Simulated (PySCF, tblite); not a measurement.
C₄H₇NOSi.
Numbering: `[CH3:1][C:2](=[O:3])[SiH2:4][CH2:5][C:6]#[N:7]` (hydrogens: H8, H9, H10 on C1; H11, H12 on Si4; H13, H14 on C5)

Cartesian coordinates in Å at the GFN2-xTB level; atoms count from 1:
```
atom  x, y, z in Å
C1    -1.5588    1.0394    0.7193
C2    -1.1079   -0.3914    0.7731
O3    -1.3097   -1.1063    1.7286
Si4   -0.1193   -1.0792   -0.7357
C5     1.7152   -0.5651   -0.4488
C6     1.8274    0.8544   -0.3507
N7     1.8702    1.9955   -0.2689
H8    -2.1001    1.3131    1.6224
H9    -0.6848    1.6798    0.6027
H10   -2.1917    1.1849   -0.1539
H11   -0.5984   -0.4658   -1.9760
H12   -0.1722   -2.5376   -0.7362
H13    2.3385   -0.9130   -1.2734
H14    2.0909   -1.0093    0.4753
```

Computed, not measured: PBE0/pcSseg-1 in PySCF (dipole) on a GFN2-xTB geometry, gas phase.

Masses are those of the commonest isotopes; rigid-rotor values at the optimised geometry. The values belong to one conformer with, in the numbering `[CH3:1][C:2](=[O:3])[SiH2:4][CH2:5][C:6]#[N:7]`, C1–C2–Si4–C5 84°, C2–Si4–C5–C6 -59°.

Give the principal moments of inertia and the rotational constants in GHz.

Ia = 169.53, Ib = 323.10, Ic = 415.06 u·Å²; 505379 MHz·u·Å²/I gives 2981, 1564 and 1218 MHz, that is A = 2.9810, B = 1.5642, C = 1.2176 GHz.

Classify the top.

An asymmetric top. Ray's parameter κ = (2B − A − C)/(A − C) = -0.607; −1 is the prolate and +1 the oblate limit.

What does the inertial defect say?

Not planar: Δ = Ic − Ia − Ib = -77.57 u·Å². For a rigid frame Δ = −2 Σ m c², so Σ m c² = 38.78 u·Å² lies off the ab plane: 9.37 from hydrogen and 29.41 from heavier atoms. The atom farthest from that plane is 1.96 Å away.

Which types of transition are allowed, and where do some lines up to J = 3 fall?

The dipole components are |μa| = 0.11 D, |μb| = 2.69 D, |μc| = 1.27 D. The squared components, which scale the intensities, stand as 0.00 : 1.00 : 0.22 (a : b : c). Some lines, for components of 0.1 D or more:

```csv
type,branch,"J(Ka,Kc)",MHz,lower level (cm⁻¹)
a,Q,"1(1,0) ← 1(1,1)",347,0.140
c,Q,"2(1,2) ← 2(0,2)",1126,0.276
c,Q,"1(1,1) ← 1(0,1)",1417,0.093
b,Q,"1(1,0) ← 1(0,1)",1763,0.093
a,Q,"3(1,2) ← 3(1,3)",2074,0.574
c,Q,"3(2,2) ← 3(1,2)",3769,0.643
b,Q,"3(2,1) ← 3(1,2)",4041,0.643
b,R,"2(0,2) ← 1(1,1)",4090,0.140
b,R,"1(1,1) ← 0(0,0)",4199,0.000
c,Q,"2(2,1) ← 2(1,1)",4251,0.349
b,Q,"2(2,0) ← 2(1,1)",4307,0.349
b,Q,"2(2,1) ← 2(1,2)",5290,0.314
b,Q,"3(2,2) ← 3(1,3)",5843,0.574
c,R,"2(1,1) ← 1(0,1)",7674,0.093
b,Q,"3(3,0) ← 3(2,1)",7718,0.778
b,Q,"3(3,1) ← 3(2,2)",7983,0.769
a,R,"3(2,2) ← 2(2,1)",8345,0.491
b,R,"2(2,1) ← 1(1,0)",10161,0.152
c,R,"2(2,0) ← 1(1,0)",10217,0.152
c,R,"2(2,1) ← 1(1,1)",10507,0.140
b,R,"2(2,0) ← 1(1,1)",10563,0.140
c,R,"3(2,2) ← 2(1,2)",13636,0.314
b,R,"3(2,1) ← 2(1,2)",13907,0.314
b,R,"3(3,1) ← 2(2,0)",16273,0.492
c,R,"3(3,0) ← 2(2,0)",16278,0.492
c,R,"3(3,1) ← 2(2,1)",16329,0.491
```

Estimate the classical rotational partition function at 10 K, 50 K and 200 K.

Point group C1, symmetry number σ = 1; q = (√π/σ)·√((kT/h)³/(ABC)), k/h = 20836.6 MHz/K: 2240 at 10 K, 25000 at 50 K, 200000 at 200 K.

Its GFN2-xTB frequencies are all real (lowest 34 cm⁻¹). Constants of a rigid frame at the computed geometry: no zero-point averaging, no centrifugal distortion. A rigid rotor knows nothing of internal rotation, which can split or shift real lines. Quadrupole hyperfine structure (14N) is left out.
